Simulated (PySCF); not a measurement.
## Calculated data, CH₂BF

All values are calculated (PySCF 2.14.0). Calculation on a computer-drawn molecule: vertical ionisation energy to the stated ion spin, frozen-core CCSD(T) at the basis limit and cheaper methods, single-reference cases, UHF for radicals, no spin-orbit; all values are single points at the evaluated structure, the first of each entry, which is the reference or a displaced copy of it and isn't optimised; the reference structure only sets the zero of the energies above reference; triples share is (T) over the correlation energy.

Common to all runs: charge 0; multiplicity 1; ion multiplicity 2; diffuse functions no; basis cc-pVnZ; reference is the Hartree-Fock double-zeta minimum; best is HF at quadruple zeta + MP2 correlation extrapolated from triple and quadruple zeta + CCSD(T) minus MP2 at triple zeta; basis step is the size of the change from the same recipe one zeta lower.

(1) CH₂BF

Evaluated structure:
```xyz
5
CH2BF
C     -0.2581    -1.0129    -1.1675
B     -0.6638    -0.0537    -2.0806
F     -1.0552     0.8334    -2.9194
H      0.7911    -1.2112    -1.0074
H     -0.9762    -1.5827    -0.6003
```

Reference structure:
```xyz
5
CH2BF
C     -0.2585    -1.0104    -1.1686
B     -0.6693    -0.0546    -2.0755
F     -1.0518     0.8355    -2.9198
H      0.7922    -1.2121    -1.0028
H     -0.9752    -1.5865    -0.5972
```

Drawn bonds:
```tsv
atom	other atom	order
1	2	2
2	3	1
1	4	1
1	5	1
```

(2) CH₂BF

Evaluated structure:
```xyz
5
CH2BF
C     -0.2578    -1.0108    -1.1688
B     -0.6591    -0.0780    -2.0528
F     -1.0407     0.8115    -2.8972
H      0.7920    -1.2124    -1.0025
H     -0.9755    -1.5863    -0.5971
```

Reference structure:
```xyz
5
CH2BF
C     -0.2585    -1.0104    -1.1686
B     -0.6693    -0.0546    -2.0755
F     -1.0518     0.8355    -2.9198
H      0.7922    -1.2121    -1.0028
H     -0.9752    -1.5865    -0.5972
```

Drawn bonds:
```tsv
atom	other atom	order
1	2	2
2	3	1
1	4	1
1	5	1
```

To be estimated
1. Give the missing ionisation energy Koopmans at triple zeta for CH₂BF (entry 1).
2. What ion D1 diagnostic at triple zeta does the calculation give for CH₂BF (entry 2)?
3. CH₂BF (entry 2): total energy best?
4. CH₂BF (entry 2): dipole magnitude B3LYP at triple zeta?

## Answers
1. 9.061 eV
2. 0.04847
3. -163.8248 hartree
4. 0.338 debye

Further results for CH₂BF (entry 1):

```
ionisation energy best                         : 9.251 eV
ionisation energy basis step                   : 0.04153 eV
energy above reference best                    : 0.005805 kcal/mol
energy above reference basis step              : 0.00615 kcal/mol
ionisation energy EOM CCSD at triple zeta      : 9.16 eV
total energy HF triple zeta                    : -163.2068 hartree
total energy CCSD(T) triple zeta               : -163.7449 hartree
total energy best                              : -163.8262 hartree
T1 diagnostic at triple zeta                   : 0.01367
D1 diagnostic at triple zeta                   : 0.03791
ion T1 diagnostic at triple zeta               : 0.01568
ion D1 diagnostic at triple zeta               : 0.04684
ion spin squared at triple zeta                : 0.7566
triples share at triple zeta                   : 0.03587
basis functions triple zeta                    : 118
dipole magnitude HF at triple zeta             : 0.4758 debye
dipole magnitude CCSD unrelaxed at triple zeta : 0.4672 debye
dipole magnitude PBE at triple zeta            : 0.4907 debye
dipole magnitude r2SCAN at triple zeta         : 0.5047 debye
dipole magnitude B3LYP at triple zeta          : 0.463 debye
dipole magnitude wB97X at triple zeta          : 0.553 debye
```

Triple zeta:
```tsv
method	ionisation energy (eV)	energy above reference (kcal/mol)
HF	7.764	-0.04746
PBE	9.09	0.09401
r2SCAN	8.949	0.05445
B3LYP	9.127	0.06162
wB97X	9.026	0.05345
MP2	9.086	-0.002119
CCSD	9.003	0.001704
CCSD(T)	9.094	0.003195
```

Further results for CH₂BF (entry 2):

```
ionisation energy best                         : 9.396 eV
ionisation energy basis step                   : 0.04124 eV
energy above reference best                    : 0.8378 kcal/mol
energy above reference basis step              : 0.1299 kcal/mol
ionisation energy Koopmans at triple zeta      : 9.246 eV
ionisation energy EOM CCSD at triple zeta      : 9.305 eV
total energy HF triple zeta                    : -163.2060 hartree
total energy CCSD(T) triple zeta               : -163.7432 hartree
T1 diagnostic at triple zeta                   : 0.01342
D1 diagnostic at triple zeta                   : 0.03779
ion T1 diagnostic at triple zeta               : 0.01576
ion spin squared at triple zeta                : 0.7565
triples share at triple zeta                   : 0.03548
basis functions triple zeta                    : 118
dipole magnitude HF at triple zeta             : 0.3369 debye
dipole magnitude CCSD unrelaxed at triple zeta : 0.3487 debye
dipole magnitude PBE at triple zeta            : 0.3699 debye
dipole magnitude r2SCAN at triple zeta         : 0.3784 debye
dipole magnitude wB97X at triple zeta          : 0.4178 debye
```

Triple zeta:
```tsv
method	ionisation energy (eV)	energy above reference (kcal/mol)
HF	7.932	0.4855
PBE	9.228	0.9296
r2SCAN	9.095	0.6422
B3LYP	9.272	0.5849
wB97X	9.178	0.587
MP2	9.236	0.9017
CCSD	9.154	0.8846
CCSD(T)	9.24	1.037
```
